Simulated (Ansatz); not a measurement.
Compare A (`OC(F)(F)N[SiH3]`) with its isomer B (`NC(F)(F)O[SiH3]`).

Isolated molecules relaxed with PBE0-D4/def2-TZVP in Ansatz; ΔE leaves out vibrations. CBS: MP2 limit from def2 TZ/QZ plus the TZ coupled-cluster correction, frozen cores. DFT in def2-TZVPP. B3LYP here is the variant with VWN-RPA as its local correlation; programs differ in this. One conformer a species, not always the lowest.

Q: Which is lower in electronic energy at CCSD(T)/CBS, and by how much? (Estimate.)

A: Computed: B, by 8.9 kcal/mol.

Q: Give E(B) − E(A) in kcal/mol with HF/def2-TZVPP, CCSD/def2-TZVPP, PBE0-D4, ωB97M-V, B3LYP, B3LYP-D4, MP2/def2-TZVPP. (An estimate is asked.)

A: Ansatz gave: HF/def2-TZVPP -10.9, CCSD/def2-TZVPP -9.1, PBE0-D4 -7.9, ωB97M-V -8.6, B3LYP -9.2, B3LYP-D4 -9.0, MP2/def2-TZVPP -8.8. None reverses the order clearly.

Largest T1 diagnostic: 0.012.

In def2-TZVPP, CCSD(T) changes the Hartree–Fock value by +2.0 kcal/mol (the triples alone add +0.2 kcal/mol) and MP2 by +2.1 kcal/mol.
